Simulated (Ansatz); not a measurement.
Total energies of `FC(F)/C=C/I`.

```xyz
9

F     1.3284   -1.7291   -0.3154
C     1.0864   -0.4884    0.1874
F     0.8801   -0.6198    1.5187
C    -0.0973    0.1078   -0.5006
C    -1.1481    0.5578    0.1609
I    -2.8017    1.3982   -0.7556
H     1.9985    0.1036    0.0469
H    -0.0275    0.1524   -1.5819
H    -1.2188    0.5176    1.2396
```

The species carries charge 0 and has multiplicity 1. Correlated methods include outer-core shells of I, which these sets cover unevenly. I: def2 effective core potential. All single points use the PBE0-D4/def2-TZVP geometry. It is one conformer, not always the lowest. Basis def2-TZVPP, Ansatz.

RPA on PBE orbitals: Hartree–Fock energy of these orbitals -610.92322 Eh, correlation -2.12169 Eh (frozen core).

| functional | energy without D4 (Eh) | D4 term (kJ/mol) |
| --- | --- | --- |
| LDA (SPW92) | -610.87576 | – |
| PBE | -613.27441 | -19.6 |
| revPBE | -613.56339 | -62.1 |
| BLYP | -613.50601 | -43.5 |
| r2SCAN | -613.58951 | -4.9 |
| B97M-V | -613.53980 | – |
| PBE0 | -613.30731 | -16.6 |
| B3LYP | -613.72124 | -31.7 |
| r2SCANh | -613.56218 | -5.2 |
| r2SCAN0 | -613.52272 | -5.7 |
| HSE06 (plane-wave form) | -613.29145 | -15.4 |
| BHLYP | -613.42877 | -24.0 |
| CAM-B3LYP | -613.51947 | -16.8 |
| LC-ωPBE | -613.46912 | – |
| ωB97X-V | -613.51144 | – |
| ωB97M-V | -613.51179 | – |
| B2PLYP | -613.24860 | – |
| PBE-QIDH | -613.11102 | – |

B3LYP takes the VWN-RPA correlation (the form of Gaussian; ORCA's B3LYP/G). HSE06 is the plane-wave form, built on full-range PBE exchange. The double hybrids freeze the cores in their second-order part.

LC-ωPBE has ω = 0.4 bohr⁻¹.
